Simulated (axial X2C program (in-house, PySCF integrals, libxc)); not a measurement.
Bond lengths and stretching modes, held linear, of FMoF⁺

Calculated with an axial X2C code built on PySCF integrals: two-component X2C with atomic mean-field Coulomb and Gaunt terms, Gaussian nuclei, basis F dyall-av3z, Mo dyall-v3z with contracted cores. Spin-free rows use the one-electron spin-free X2C Hamiltonian.

Masses F 18.998, Mo 97.905, F 18.998 u. States: 2c Ω = 3/2 (beyond evenly filled blocks: ω = 1/2, ω = -3/2, ω = 5/2); spin-free M_S = 3/2, Λ = 0 (beyond evenly filled blocks: σα, δ+α, δ-α).

HF, spin-free: energies above the lowest point

| r(F–Mo) (Å) | r(Mo–F) (Å) | E (meV) |
| --- | --- | --- |
| 1.7852 | 1.7852 | 0.00 |
| 1.7852 | 1.8310 | 14.74 |
| 1.7852 | 1.8768 | 95.45 |
| 1.8310 | 1.7852 | 14.74 |
| 1.8310 | 1.8310 | 33.19 |
| 1.8310 | 1.8768 | 116.93 |
| 1.8310 | 1.9225 | 251.83 |
| 1.8768 | 1.7852 | 95.45 |
| 1.8768 | 1.8310 | 116.93 |
| 1.8768 | 1.8768 | 203.17 |
| 1.9225 | 1.8310 | 251.83 |
| 1.9225 | 1.9225 | 478.87 |

Question: Fit a quadratic surface with cubic terms in each bond: where is the minimum, and what are the two stretching wavenumbers?

Answer: At HF, spin-free: bonds 1.797 and 1.797 Å; harmonic stretches 727.2 and 828.0 cm⁻¹; force constants 5.72, 5.72 and coupling 0.20 mdyn/Å.

The other levels and Hamiltonians give:

```tsv
Hamiltonian	level	r(F–Mo) (Å)	r(Mo–F) (Å)	lower stretch (cm⁻¹)	upper stretch (cm⁻¹)
2c	PBE0	1.787	1.787	719.6	819.0
2c	HF	1.798	1.798	726.2	827.4
2c	r2SCAN	1.797	1.797	711.2	808.1
2c	MP2	1.782	1.782	732.9	831.0
spin-free	PBE0	1.787	1.787	719.9	819.2
spin-free	r2SCAN	1.797	1.797	711.3	808.1
spin-free	MP2	1.781	1.781	733.5	831.1
```

Each state is one determinant, the lowest of a limited PBE0 search; the stretches come from a fit to these few points and carry an uncertainty of a few per cent. Other orders of the atoms were not compared. MP2 freezes inner shells (threshold -2 hartree). The molecule was held linear; bending was not examined, so a bent shape may lie lower. Note: several unpaired electrons, one determinant need not be a pure state.
